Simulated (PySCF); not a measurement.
Pm⁴¹⁺: ionisation energy

Pm⁴¹⁺ [Ar] 3d2 (3F) → Pm⁴²⁺ [Ar] 3d1 (2D), as a difference of total energies. Computed with PySCF 2.14 in an even-tempered Gaussian basis (18 s from 8 bohr⁻², ratio 2.5; 12 p from 10 bohr⁻², ratio 2.5; 7 d from 10 bohr⁻², ratio 2.5; 4 f from 36 bohr⁻², ratio 2.7; 3 g from 55 bohr⁻², ratio 2.7), with scalar relativity by spin-free X2C-1e. Correlated levels: outer shells: [Ne] frozen; virtual orbitals above 40 to 60 times the deepest correlated orbital energy dropped. The calculations carry no spin-orbit coupling.

```csv
method,ionisation energy (eV)
UHF,3098.2
LDA,3097.0
PBE,3097.9
PBE0,3098.3
r2SCAN,3099.9
r2SCAN0,3099.9
TPSSh,3098.0
MP2 (outer shells),3097.9
SCS-MP2 (outer shells),3097.8
```

Spin-orbit coupling is strong in these open shells (close to jj coupling). The scalar numbers leave it out and a first-order estimate fails, so it can dominate the gap to the real levels.

Breit and QED terms and the two-electron picture change are absent.

For comparison: 3112 ± 4 eV (theoretical estimate listed by NIST; NIST Atomic Spectra Database, ionization energies).
